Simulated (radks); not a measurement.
These are the eigenvalues of the occupied orbitals of an atom or ion with whole-number occupations (eV). All-electron calculation, non-relativistic Kohn-Sham, PBE, spin-polarised, spherical densities, point nucleus. Program: a radial shooting solver on a logarithmic mesh with Libxc functionals.

orbital  eigenvalue
1s up     -31656.90
1s down   -31656.83
2s up     -4777.438
2s down   -4777.409
2p up     -4490.053
2p down   -4489.996
3s up     -969.6536
3s down   -969.5957
3p up     -848.8289
3p down   -848.7617
3d up     -624.2921
3d down   -624.2285
4s up     -176.4032
4s down   -176.2634
4p up     -134.1513
4p down   -134.0031
4d up      -62.1789
4d down    -61.9574
5s up      -25.3299
5s down    -23.8878
5p up      -15.9688
5p down    -14.5084

Which element is it, and in what charge state? The configuration may be excited. Open shells, if any, are filled with parallel spins first.

Answer. Z = 53, iodine, charge +1: I+ in [Kr] 4d10 5s2 5p4. The list shows which subshells hold electrons but not how many an open one holds; the 1s level, -1163.4 hartree, gives Z - s = 48.2 by -(Z - s)^2/2, which with screening narrows Z to a few neighbours, and the depths of the outer levels then fix element, charge and occupations together.
